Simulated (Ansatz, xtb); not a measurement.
C4H7ClGeO: where a starting geometry ends

The starting geometry of this gas-phase singlet was built from a drawn formula by distance geometry and a force field; its bonds are those of `ClCC[C]1=C[O][GeH2]1`.

```yaml
atoms:
  - { symbol: C, position_ang: [0.7664, 2.0125, 1.8924] }
  - { symbol: C, position_ang: [0.7865, 0.8445, 0.8387] }
  - { symbol: C, position_ang: [1.8122, -0.1325, 1.2080] }
  - { symbol: C, position_ang: [1.9911, -1.0012, 2.2163] }
  - { symbol: Cl, position_ang: [-0.4351, 3.2581, 1.4281] }
  - { symbol: Ge, position_ang: [3.3611, -0.7151, 0.3077] }
  - { symbol: O, position_ang: [3.2717, -1.6498, 1.8178] }
  - { symbol: H, position_ang: [0.5922, 1.6225, 2.8705] }
  - { symbol: H, position_ang: [1.7530, 2.5042, 1.9303] }
  - { symbol: H, position_ang: [0.9898, 1.2981, -0.1847] }
  - { symbol: H, position_ang: [-0.1665, 0.3760, 0.8019] }
  - { symbol: H, position_ang: [1.4105, -1.1992, 3.0876] }
  - { symbol: H, position_ang: [4.4852, 0.3134, 0.3096] }
  - { symbol: H, position_ang: [3.0173, -1.5555, -0.9355] }
```

Q: Predict what it relaxes into with r2SCAN-D4/def2-SVP.

A: It keeps its bonds, and is `ClCC[C]1=C[O][GeH2]1`.

The energy falls by 0.97 eV over 19 steps:

```tsv
step	E − E(last) (eV)
1	0.974
3	0.101
5	0.049
7	0.041
9	0.033
11	0.020
13	0.005
15	0.001
17	0.000
19	0.000
```

Final geometry (Å):

```json
{"atom": "C", "x (Å)": "0.9523", "y (Å)": "2.1699", "z (Å)": "1.6473"}
{"atom": "C", "x (Å)": "0.5596", "y (Å)": "0.8154", "z (Å)": "1.0689"}
{"atom": "C", "x (Å)": "1.6835", "y (Å)": "-0.1576", "z (Å)": "1.1552"}
{"atom": "C", "x (Å)": "1.8583", "y (Å)": "-1.2735", "z (Å)": "1.9136"}
{"atom": "Cl", "x (Å)": "-0.3909", "y (Å)": "3.3660", "z (Å)": "1.4981"}
{"atom": "Ge", "x (Å)": "3.4568", "y (Å)": "-0.5277", "z (Å)": "0.4667"}
{"atom": "O", "x (Å)": "3.0592", "y (Å)": "-1.8817", "z (Å)": "1.7168"}
{"atom": "H", "x (Å)": "1.2008", "y (Å)": "2.0913", "z (Å)": "2.7156"}
{"atom": "H", "x (Å)": "1.8182", "y (Å)": "2.5966", "z (Å)": "1.1182"}
{"atom": "H", "x (Å)": "0.2277", "y (Å)": "0.9627", "z (Å)": "0.0256"}
{"atom": "H", "x (Å)": "-0.3148", "y (Å)": "0.4289", "z (Å)": "1.6221"}
{"atom": "H", "x (Å)": "1.1756", "y (Å)": "-1.7451", "z (Å)": "2.6369"}
{"atom": "H", "x (Å)": "4.6848", "y (Å)": "0.2687", "z (Å)": "0.9296"}
{"atom": "H", "x (Å)": "3.6641", "y (Å)": "-1.1379", "z (Å)": "-0.9258"}
```

From the same start GFN2-xTB reaches the same bonding as this run.

No frequencies were run, so the end isn't proven a minimum. Run with Ansatz 0.2.0, 57 s on 4 threads of Arm Neoverse V1, with other jobs on the host.
